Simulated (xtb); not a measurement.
CHO2, charge +1, singlet, geometry from GFN2-xTB; GFN1-xTB (xtb).

The xtb input:
```
$ xtb mol.xyz --gfn 1 --chrg 1 --json

# file mol.xyz
4

O      1.21306943    -0.14410509    -0.06170642
C      0.10887143    -0.00061822    -0.02177577
O     -1.06740096     0.07785148     0.11883730
H     -1.81857638     0.53373819    -0.32639241
```

The log (banner, timings and long lists left out):

```
   ID    Z sym.   atoms
    1    8 O      1, 3
    2    6 C      2
    3    1 H      4

           -------------------------------------------------
          |                Calculation Setup                |
           -------------------------------------------------

           -------------------------------------------------
          |                 G F N 1 - x T B                 |
           -------------------------------------------------

          ...................................................
          :                      SETUP                      :
          :.................................................:
          :  # basis functions                  14          :
          :  # atomic orbitals                  14          :
          :  # shells                            8          :
          :  # electrons                        16          :
          :  # halogen bonds                     0          :
          :  max. iterations                   250          :
          :  Hamiltonian                  GFN1-xTB          :
          :  restarted?                      false          :
          :  GBSA solvation                  false          :
          :  PC potential                    false          :
          :  electronic temp.          300.0000000     K    :
          :  accuracy                    1.0000000          :
          :  -> integral cutoff          0.2500000E+02      :
          :  -> integral neglect         0.1000000E-07      :
          :  -> SCF convergence          0.1000000E-05 Eh   :
          :  -> wf. convergence          0.2000000E-04 e    :
          :  Broyden damping             0.4000000          :
          :  net charge                          1          :
          :  unpaired electrons                  0          :
          ...................................................

 iter      E             dE          RMSdq      gap      omega  full diag
   1    -11.4974344 -0.114974E+02  0.794E+00   10.63       0.0  T
   2    -11.5983035 -0.100869E+00  0.492E+00    8.52       1.0  T
   3    -11.6211600 -0.228566E-01  0.270E+00    9.26       1.0  T
   4    -11.6248738 -0.371377E-02  0.419E-01    8.98       1.0  T
   5    -11.6257163 -0.842504E-03  0.700E-02    9.02       1.0  T
   6    -11.6257176 -0.127984E-05  0.491E-02    9.05       1.0  T
   7    -11.6257301 -0.125088E-04  0.241E-03    9.04      20.7  T
   8    -11.6257301 -0.173462E-07  0.100E-03    9.04      50.0  T
   9    -11.6257301 -0.400923E-08  0.782E-06    9.04    6391.5  T
  10    -11.6257301 -0.282441E-12  0.438E-08    9.04  100000.0  T

   *** convergence criteria satisfied after 10 iterations ***

         :::::::::::::::::::::::::::::::::::::::::::::::::::::
         ::                     SUMMARY                     ::
         :::::::::::::::::::::::::::::::::::::::::::::::::::::
         :: total energy             -11.483471002953 Eh    ::
         :: gradient norm              0.017139553834 Eh/a0 ::
         :: HOMO-LUMO gap              9.037539692772 eV    ::
         ::.................................................::
         :: SCC energy               -11.625730105634 Eh    ::
         :: -> electrostatic           0.223743227798 Eh    ::
         :: repulsion energy           0.142763439643 Eh    ::
         :: dispersion energy         -0.000504336963 Eh    ::
         :: halogen bond corr.         0.000000000000 Eh    ::
         :: add. restraining           0.000000000000 Eh    ::
         :: total charge               1.000000000000 e     ::
         :::::::::::::::::::::::::::::::::::::::::::::::::::::

           -------------------------------------------------
          |                Property Printout                |
           -------------------------------------------------

    * Orbital Energies and Occupations

         #    Occupation            Energy/Eh            Energy/eV
      -------------------------------------------------------------
         1        2.0000           -1.2300744             -33.4720
         2        2.0000           -1.2018694             -32.7045
         3        2.0000           -1.0846826             -29.5157
         4        2.0000           -1.0426876             -28.3730
         5        2.0000           -1.0399367             -28.2981
         6        2.0000           -0.9841625             -26.7804
         7        2.0000           -0.9376537             -25.5149
         8        2.0000           -0.9266507             -25.2154 (HOMO)
         9                         -0.5945272             -16.1779 (LUMO)
        10                         -0.5730434             -15.5933
        11                         -0.4566264             -12.4254
        12                         -0.1504007              -4.0926
        13                          0.0994055               2.7050
        14                          1.2797655              34.8242
      -------------------------------------------------------------
                  HL-Gap            0.3321235 Eh            9.0375 eV
             Fermi-level           -0.7605890 Eh          -20.6967 eV

  Mulliken/CM5 charges         n(s)   n(p)   n(d)
     1O    -0.11851 -0.16561   1.682  4.437  0.000
     2C     0.84773  0.92792   0.885  2.267  0.000
     3O    -0.28619 -0.48189   1.617  4.669  0.000
     4H     0.55697  0.71958   0.443  0.000  0.000

Wiberg/Mayer (AO) data.
largest (>0.10) Wiberg bond orders for each atom

 ---------------------------------------------------------------------------
     #   Z sym  total        # sym  WBO       # sym  WBO       # sym  WBO
 ---------------------------------------------------------------------------
     1   8 O    2.513 --     2 C    2.241     3 O    0.248
     2   6 C    3.803 --     1 O    2.241     3 O    1.549
     3   8 O    2.448 --     2 C    1.549     4 H    0.651     1 O    0.248
     4   1 H    0.689 --     3 O    0.651
 ---------------------------------------------------------------------------

Topologies differ in total number of bonds
Writing topology from bond orders to xtbtopo.mol

 dipole moment from electron density (au)
     X       Y       Z
  -1.7134   0.6706  -0.5286  total (Debye):    4.866

           -------------------------------------------------
          | TOTAL ENERGY              -11.483471002953 Eh   |
          | GRADIENT NORM               0.017139553834 Eh/α |
          | HOMO-LUMO GAP               9.037539692772 eV   |
           -------------------------------------------------

normal termination of xtb
```
